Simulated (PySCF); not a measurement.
## Exercise with solution: oscillator strength and radiative lifetime

Al(H)(OH)(OSiH3) (AlH5O2Si), SMILES [OH][AlH][O][SiH3].

Geometry optimised at B3LYP-D3(BJ)/def2-SVP. Other conformers were not sampled.

TDDFT-ωB97X/def2-SVPD (PySCF) puts the first singlet state with f over 0.02 at 7.63 eV (vertical), with the transition dipole (-0.097, 0.210, -0.267) in atomic units.

### Question
Find the oscillator strength, the wavelength and the radiative lifetime that this transition would have in vacuum if emission retraced absorption.

### Answer

|μ|² = 0.1248 au, so |μ| = 0.90 D. ΔE = 7.63/27.211 = 0.2804 hartree. f = (2/3) ΔE |μ|² = 0.023 (the program prints 0.023).
λ = 1239.84/7.63 = 162 nm; ν = 61540 cm⁻¹.
Einstein's coefficient A = 0.6670 ν² f s⁻¹ (ν in cm⁻¹) = 5.9e7 s⁻¹, so τ = 1/A = 17 ns. This state is S3; the lower singlets have f = 0.008, 0.003. The figure is the radiative limit of this one transition; relaxation, internal conversion, crossing to triplets and a medium change what is measured.
